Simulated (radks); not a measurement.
The numbers below are computed, except where a source is named.
Ionisation of Pm+, [Xe] 4f5 6s1, to Pm2+, [Xe] 4f5, under several functionals. Dirac Kohn-Sham, spin-unpolarised, spherical densities, finite nucleus; open shells fill j = l - 1/2 first; a radial shooting solver on a logarithmic mesh with Libxc functionals.

| functional | E(Pm+) (hartree) | Exc (hartree) | IE (eV) | -e(HOMO) (eV) | <r> HOMO (bohr) | IE error (eV) |
|---|---|---|---|---|---|---|
| exchange-only B88 | -10024.0183 | -227.1638 | 10.395 | 7.147 | 1.057 | -0.543 |
| OLYP | -10030.0736 | -233.4199 | 10.806 | 7.914 | 4.046 | -0.132 |
| AM05 | -10019.5805 | -222.6949 | 10.797 | 8.251 | 3.963 | -0.141 |
| revPBE | -10026.6488 | -229.8350 | 10.812 | 8.180 | 3.994 | -0.126 |
| exchange-only PBE | -10023.0109 | -226.1396 | 10.590 | 7.130 | 1.058 | -0.348 |
| Wu-Cohen GGA | -10025.4534 | -228.6294 | 10.768 | 8.238 | 3.951 | -0.170 |
| PBEsol | -10022.7638 | -225.9052 | 10.831 | 8.294 | 1.047 | -0.107 |
| RPBE | -10026.7613 | -229.9488 | 10.884 | 8.162 | 4.010 | -0.054 |
| PW91 | -10027.5843 | -230.7837 | 10.965 | 8.312 | 1.046 | +0.027 |

NIST Atomic Spectra Database: 10.94 eV (semi-empirical). Closest: PW91. The Delta-SCF values span 0.57 eV, the total energies 10.49 hartree. The highest occupied level is 4f5/2. Spin polarisation and multiplet splitting are left out, so open shells lie too high by an amount that depends on their filling.

Beside tabulated values, note that spin-unpolarised runs miss the spin-polarisation part of the exchange energy of open shells.
